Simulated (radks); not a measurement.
The nuclear charge of the iridium ion Ir2+ is varied continuously with 75 electrons held in [Xe] 4f14 5d7. Calculated with a radial shooting solver on a logarithmic mesh with Libxc functionals: Dirac Kohn-Sham, PBE, spin-unpolarised, spherical densities, point nucleus; open shells are shared between the two j in proportion to 2j + 1. By the Hellmann-Feynman theorem dE/dZ = E(electron-nucleus)/Z, the electronic potential at the nucleus.

Z     E (hartree)  E(electron-nucleus)/Z (hartree)   HOMO  e(HOMO) (eV)  <r> HOMO (bohr)
76    -17281.4399                         -569.660  5d5/2       -11.854            1.850
76.1  -17338.4650                         -570.842  5d5/2       -12.944            1.825
76.2  -17395.6084                         -572.026  5d5/2       -14.062            1.802
76.3  -17452.8702                         -573.210  5d5/2       -15.205            1.780
76.4  -17510.2504                         -574.394  5d5/2       -16.373            1.758
76.5  -17567.7491                         -575.579  5d5/2       -17.566            1.738
76.6  -17625.3663                         -576.765  5d5/2       -18.783            1.719
76.7  -17683.1022                         -577.952  5d5/2       -20.024            1.700
76.8  -17740.9567                         -579.140  5d5/2       -21.288            1.682
76.9  -17798.9301                         -580.328  5d5/2       -22.574            1.664
77    -17857.0223                         -581.517  5d5/2       -23.881            1.648
77.1  -17915.2335                         -582.707  5d5/2       -25.211            1.631
77.2  -17973.5637                         -583.898  5d5/2       -26.562            1.616
77.3  -18032.0131                         -585.089  5d5/2       -27.933            1.601
77.4  -18090.5816                         -586.282  5d5/2       -29.325            1.586
77.5  -18149.2695                         -587.475  5d5/2       -30.737            1.572
77.6  -18208.0767                         -588.670  5d5/2       -32.168            1.558
77.7  -18267.0035                         -589.865  5d5/2       -33.620            1.545
77.8  -18326.0499                         -591.062  5d5/2       -35.090            1.532
77.9  -18385.2159                         -592.259  5d5/2       -36.579            1.519
78    -18444.5018                         -593.458  5d5/2       -38.087            1.507

The central difference of E at Z = 77 is -581.517 hartree, to compare with the third column; the second derivative is -11.9 hartree.
